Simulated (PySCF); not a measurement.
# Radial density of Tc³⁴⁺ (technetium, charge +34)

r2SCAN0, [He] 2s2 2p5, 2P determinant. Calculation: PySCF 2.14, in an uncontracted even-tempered set (19 s from 12 bohr⁻², ratio 2.2; 12 p from 15 bohr⁻², ratio 2.2; 6 d from 68 bohr⁻², ratio 2.4; 5 f from 100 bohr⁻², ratio 2.4; 4 g from 150 bohr⁻², ratio 2.4); scalar relativity by spin-free X2C-1e.

| r (bohr) | 4πr²ρ (e/bohr) | 4πr²(ρα − ρβ) |
| --- | --- | --- |
| 0.0330 | 48.17 | 1.5302 |
| 0.0555 | 39.12 | 4.5835 |
| 0.0934 | 51.24 | 7.6236 |
| 0.157 | 36.52 | 4.7373 |
| 0.264 | 4.837 | 0.5724 |
| 0.445 | 0.03823 | 0.0044 |

Densities and radii are taken from the X2C orbitals without a picture-change correction, which distorts them close to the nucleus.

Spin-orbit coupling, absent here, splits the open shell strongly.
